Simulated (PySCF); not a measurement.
The same groups moved round the core (propene ethynyl). All species are isolated molecules in the gas phase. One relaxed conformer stands for each flexible species; it need not be the lowest. Strings in code marks are SMILES.

The HOMO–LUMO gap from two functionals at the same geometries (PBE0-D3(BJ)/def2-TZVP), both in PySCF: PBE-D3(BJ)/def2-TZVP and B3LYP-D3(BJ)/def2-TZVP. B3LYP has the VWN-RPA correlation part, as in Gaussian. 

| species | PBE-D3(BJ)/def2-TZVP (eV) | B3LYP-D3(BJ)/def2-TZVP (eV) |
|---|---|---|
| `C#C/C=C/C` | 4.17 | 5.72 |
| `C#C/C=C\C` | 4.19 | 5.74 |
| `C#CCC=C` | 5.46 | 7.20 |

Over these rows, drawn at random from the members with no instability flagged (it was tested for open shells, ions and some series alone), PBE minus B3LYP-D3(BJ): mean -1.61 eV, from -1.74 eV to -1.55 eV.
